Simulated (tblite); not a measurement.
Compound: C8H15P.
Structure used (GFN2-xTB), in Å, numbered top down from 1:
```
atom  x, y, z in Å
C1     2.6959    1.1619    0.6636
C2     1.6744    1.0692   -0.1735
P3     1.3311   -0.3012   -1.3152
C4     2.1013   -1.7193   -0.4092
C5    -0.4614   -0.6100   -0.8593
C6    -0.8165   -0.5216    0.6402
C7    -1.8890    0.5662    0.7493
C8    -2.5609    0.5648   -0.6207
C9    -1.3816    0.3940   -1.5719
H10    3.4070    0.3643    0.7976
H11    2.8654    2.0474    1.2565
H12    1.0034    1.9118   -0.2984
H13    3.1831   -1.6568   -0.5072
H14    1.7705   -2.6438   -0.8792
H15    1.8258   -1.7234    0.6438
H16   -0.6759   -1.6191   -1.2290
H17    0.0502   -0.2770    1.2553
H18   -1.2122   -1.4780    0.9858
H19   -1.4215    1.5366    0.9249
H20   -2.5888    0.3735    1.5617
H21   -3.1286    1.4746   -0.8122
H22   -3.2356   -0.2892   -0.7046
H23   -1.6785    0.0440   -2.5597
H24   -0.8692    1.3512   -1.6973
```

Computed with GFN2-xTB (tblite): harmonic, unscaled wavenumbers at the GFN2-xTB geometry, gas phase. The method is semi-empirical: single wavenumbers can be off by several per cent or more. One conformer, not necessarily the lowest.

Harmonic wavenumbers (cm⁻¹): 41.5, 79.2, 82.2, 161.4, 179.5, 193.8, 232.4, 250.9, 284.3, 342.6, 391.6, 518.5, 557.5, 583.9, 670.4, 707.5, 742.9, 847.6, 863.2, 871.5, 875.4, 889.4, 940.9, 963.1, 978.0, 998.3, 999.6, 1006.2, 1050.0, 1092.2, 1107.9, 1129.0, 1164.4, 1213.7, 1222.7, 1232.2, 1249.5, 1272.1, 1299.6, 1310.0, 1314.8, 1317.7, 1324.0, 1403.6, 1441.2, 1462.3, 1482.9, 1487.7, 1492.9, 1505.2, 1653.6, 2907.8, 2956.0, 2967.2, 2975.8, 2987.7, 2989.5, 2997.3, 3001.8, 3005.6, 3008.4, 3009.9, 3017.1, 3019.6, 3080.9, 3117.0.

A = 2236, B = 939.6, C = 853.1 MHz; mass 142.091 u (most abundant isotopes); point group C1, symmetry number 1.

Problem. What is the zero-point energy?

Solution. ½Σν̃ = 45762 cm⁻¹ = 547.44 kJ/mol.

Problem. Give the ideal-gas entropy at 350 K and 1 bar in the rigid-rotor, harmonic-oscillator model (classical rotation).

Solution. Translation 174.00, rotation 125.74, vibration 158.82: S = 458.6 J/(mol K).

Problem. And Cp and H(350 K) − H(0)?

Solution. Cp = 205.67 J/(mol K), of which vibrations give 172.41 (their classical limit is 66 R = 548.8); H(350 K) − H(0) = 40.95 kJ/mol without the zero-point energy, 29.31 from vibrations.

Problem. How do the functions run with temperature in this model?

Solution. 
```
T (K)  S (J/(mol K))  Cp (J/(mol K))  H − H(0) (kJ/mol)  G − H(0) (kJ/mol)  ln q(vib)
  100          297.0            83.2               5.65             -24.05       1.89
  200          368.1           126.9              16.16             -57.47       4.75
  300          429.0           178.3              31.35             -97.36       7.60
  500          544.8           279.7              77.55            -194.86      13.39
  800          700.1           380.1             177.85            -382.24      22.11
 1000          789.9           424.2             258.50            -531.41      27.66
```

q(vib) and H(0) count from the zero-point level.

Problem. Blend soft modes into free rotors: weight 1/[1 + (100 cm⁻¹/ν̃)⁴] for the oscillator and the rest for a rotor with moment μB/(μ + B), μ = h/(8π²ν), B = 10⁻⁴⁴ kg m². What vibrational entropy results?

Solution. 146.38 J/(mol K) in place of 158.82, which changes −T·S at 350 K by +4.35 kJ/mol.

Hindered rotation and anharmonicity are outside this model. Other conformers, if any are populated, would add a mixing term that is left out. The structure is chiral; the term R ln 2 for an equal mix with its mirror image is left out.
